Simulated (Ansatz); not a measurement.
Calculated with Ansatz (gas phase, PBE0-D4/def2-TZVP geometries, no zero-point term in ΔE). CCSD(T)/CBS adds triple-zeta CCSD(T) − MP2 to the extrapolated MP2 energy (def2 sets, frozen cores). This one scheme is used for every species. DFT in def2-TZVPP. For Ga outer-core shells are correlated without core-valence functions, which leaves a few kJ/mol of doubt a bond. Scalar relativity is left out up to krypton. One conformer a species, not always the lowest.

Reaction (redistribution): `[SiH3][SiH2][GaH2]` + `F[SiH2]N[SiH3]` → `F[SiH2]N[SiH2][SiH3]` + `[SiH3][GaH2]`

```tsv
species	ωB97M-V energy (Eh)
`[SiH3][SiH2][GaH2]`	-2507.86358
`F[SiH2]N[SiH3]`	-737.29372
`F[SiH2]N[SiH2][SiH3]`	-1027.96794
`[SiH3][GaH2]`	-2217.18408
```

**Question.** Work out ΔE.

**Answer.** ΔE = (-1027.96794) + (-2217.18408) − (-2507.86358) − (-737.29372) = 0.00528 Eh = +13.9 kJ/mol. CCSD(T)/CBS gives +15.5 kJ/mol.

Largest T1 diagnostic among the species: 0.014.
